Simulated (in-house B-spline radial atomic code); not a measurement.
**PBE0 excitations of Lu⁺**

Method: PBE0. Computed with an all-electron radial atomic-structure program (B-spline basis): linear response of the closed shell [Xe] 4f14 6s2 with the functional's adiabatic kernel; scalar-relativistic (spin-free one-electron X2C), finite nucleus, no spin-orbit coupling, no double excitations, S, P, D and F terms only; shells from n = 4 respond. Only terms of natural parity with L up to 3 were computed.

Spin-orbit coupling is strong here, so these LS terms don't match observed levels.

Command:
```bash
python run_td.py task.json out
```
Settings (radii: box in bohr, nucleus in fm):
```
Z                        71
electrons                70
configuration            [Xe] 4f14 6s2
hamiltonian              x2c
method                   pbe0
box_radius               10
wall_radius              10
rms_radius               5.37
intervals                68
```

Run time, properties included: 2.2 s on 1 thread of Intel(R) Xeon(R) Platinum 8559C (Emerald Rapids), with other jobs on the host.

Confined states, up to the first strongly mixed one, which can leave gaps near the end. Labels give the largest channel, * marks a mixed state, and oscillator strengths are full-response dipole values. Semilocal kernels can invert the small singlet-triplet splittings of Rydberg terms. Energies in eV:

| state | full response | Tamm-Dancoff | oscillator strength |
| --- | --- | --- | --- |
| 6s → 5d 3D | 0.957 | 1.177 | - |
| 6s → 5d 1D | 2.011 | 2.043 | - |
| 6s → 6p 3P | 3.419 | 3.546 | - |
| 6s → 6p 1P | 5.133 | 5.297 | 2.05 |
| 6s → 7s 3S | 8.443 | 8.450 | - |
| 6s → 7s 1S | 8.931 | 8.953 | - |
| 6s → 6d 3D | 9.252 | 9.261 | - |
| 6s → 6d 1D | ? | ? | - |
| 4f → 5d 3P | 9.808 | 9.869 | - |
| 4f → 5d 3F | ? | ? | - |
| 6s → 5f 3F | 10.688 | 10.705 | - |
| 4f → 5d 1F* | 10.717 | 10.724 | - |
| 6s → 7p 3P | 10.748 | 10.759 | - |
| 6s → 5f 1F* | 10.815 | 10.824 | - |
| 6s → 7p 1P | 10.869 | 10.890 | 0.023 |
| 4f → 5d 1P* | 11.828 | 12.221 | 0.248 |

Where does 4f → 5d 3F lie?

At 10.269 eV in full response, 10.299 eV in Tamm-Dancoff.

Where does 6s → 6d 1D lie?

At 9.257 eV in full response, 9.266 eV in Tamm-Dancoff.

How large is the singlet-triplet splitting of 6s → 5d (D terms) in Tamm-Dancoff?

0.866 eV, from the unrounded values.

What polarisabilities and dispersion coefficient does the method give?

Dipole 62.89 bohr³, quadrupole 1007 bohr⁵, C6 639 hartree·bohr⁶ for two such species.
